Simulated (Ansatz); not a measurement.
Frontier orbitals of C$_{3}$H$_{8}$BGa, SMILES `B[C](=C)[GaH][CH3]`.

Cartesian coordinates in Å:
```
B 0.805 -0.907 -1.148
C 0.201 0.438 -1.220
C -0.096 1.551 -1.880
Ga -0.467 0.482 0.708
C -0.254 -0.923 2.060
H 1.920 -1.047 -0.723
H 0.130 -1.884 -1.328
H -0.636 2.380 -1.431
H 0.196 1.681 -2.921
H -1.195 1.855 0.943
H 0.809 -1.116 2.231
H -0.693 -1.858 1.701
H -0.720 -0.654 3.008
```

The species carries charge 0 and has multiplicity 1. Correlated methods include outer-core shells of Ga, which these sets cover unevenly. Scalar relativity is left out up to krypton. The structure was optimised at the PBE0-D4/def2-TZVP level. It is one conformer, not always the lowest. Basis def2-TZVPP, Ansatz 0.2.0.

Orbital energies of one run (eV). Highest occupied ones, from the top: -6.13, -6.28, -7.03, -8.58, -8.93, -9.65, -9.72, -9.87, -11.16, -11.52, -14.33, -16.74, -18.47, -19.82. Empty: -2.27, -1.61, -0.55, -0.14, 0.89, 1.21.

(1) Which functional gave them?
A. PBE0
B. BLYP
C. HSE06 (plane-wave form)
D. r2SCANh

## Answers

(1) B. HOMO energies: BLYP -6.13, r2SCANh -6.88, HSE06 -6.99, PBE0 -7.38 eV.
